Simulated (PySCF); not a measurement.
Radial density of Kr²⁺ (krypton, charge +2)

MN15, [Ar] 3d10 4s2 4p4, high-spin 3P determinant. Computed with PySCF 2.14 in jorge-DZP-DKH, with the spin-free X2C one-electron Hamiltonian (Gaussian nucleus).

```
r (bohr)  4πr²ρ (e/bohr)  4πr²(ρα − ρβ)
0.000730          0.4057         0.0000
 0.00123          0.9726         0.0000
 0.00207           2.304        -0.0001
 0.00347           5.305        -0.0001
 0.00584           11.48        -0.0002
 0.00983           22.37         0.0000
  0.0165           36.50         0.0026
  0.0278           44.62         0.0155
  0.0468           39.05         0.0586
  0.0787           40.70         0.1252
   0.132           53.33         0.0727
   0.223           34.04        -0.0017
   0.374           35.24         0.2918
   0.630           24.63         0.0174
    1.06           6.407         0.8860
    1.78           3.694         1.2611
    3.00          0.4457         0.1723
    5.04        0.006249         0.0028
```

Densities and radii are taken from the X2C orbitals without a picture-change correction, which distorts them close to the nucleus.
